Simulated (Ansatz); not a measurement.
`[SiH3]C[SiH2][SeH]` + H–F → `FC[SiH3]` + `[SiH3][SeH]`  (substitution at a C–Si bond)

Program: Ansatz. Geometries: PBE0-D4/def2-TZVP. ΔE: electronic, gas phase. CCSD(T)/CBS adds triple-zeta CCSD(T) − MP2 to the extrapolated MP2 energy (def2 sets, frozen cores). This one scheme is used for every species. DFT in def2-TZVPP. For Se outer-core shells are correlated without core-valence functions, which leaves a few kJ/mol of doubt a bond. Scalar relativity is left out up to krypton. Each species was taken in one conformer, which may not be the lowest.

`[SiH3]C[SiH2][SeH]`:

Z-matrix (Å, degrees):
```
Si
C 1 1.878
H 1 1.484 2 110.7
H 1 1.489 2 109.9 3 119.8
H 1 1.487 2 110.3 3 -120.8
Si 2 1.865 1 114.3 3 79.3
H 2 1.096 1 109.2 3 -160.0
H 2 1.095 1 109.0 3 -43.6
Se 6 2.284 2 112.5 1 -47.4
H 6 1.485 2 110.5 1 67.5
H 6 1.486 2 110.8 1 -171.1
H 9 1.470 6 93.2 2 -62.0
```

H–F:

Cartesian coordinates in Å:
```
F 0.056 0.431 0.150
H -0.056 -0.431 -0.150
```

`FC[SiH3]`:

Cartesian coordinates in Å:
```
F 1.392 -0.778 -1.097
C 0.914 -0.308 0.122
Si -0.869 0.306 -0.060
H 1.577 0.495 0.462
H 0.979 -1.123 0.851
H -1.321 0.794 1.271
H -1.746 -0.804 -0.508
H -0.926 1.417 -1.043
```

`[SiH3][SeH]`:

Cartesian coordinates in Å:
```
Si -0.296 0.429 0.244
Se 0.521 -0.844 -1.460
H -1.168 -0.365 1.146
H -1.090 1.490 -0.421
H 0.799 1.037 1.039
H 1.234 -1.748 -0.548
```

CCSD(T)/CBS gives +31.5 kcal/mol.

Another level gave +29.3 kcal/mol. Which?
A. CCSD/def2-TZVPP
B. BHLYP/def2-TZVPP
C. MP2/def2-TZVPP
D. r2SCAN/def2-TZVPP

A. CCSD/def2-TZVPP 29.3, MP2/def2-TZVPP 34.1, r2SCAN 27.6, BHLYP 24.2 kcal/mol.

Largest T1 diagnostic among the species: 0.011.

From r2SCAN to r2SCAN0 (25 % exact exchange), in def2-TZVPP and without D4, ΔE moves by +1.3 kcal/mol. At CCSD(T), def2-SVP lies −6.4 kcal/mol from the extrapolated value and def2-TZVPP −1.3 kcal/mol. Leaving LDA and LC-ωPBE aside and taking each functional with its dispersion term where it has one, the values, not all of them listed here, spread over 5.4 kcal/mol, from BLYP-D4 to PBE-QIDH. LDA lies +3.2 kcal/mol from PBE without D4.
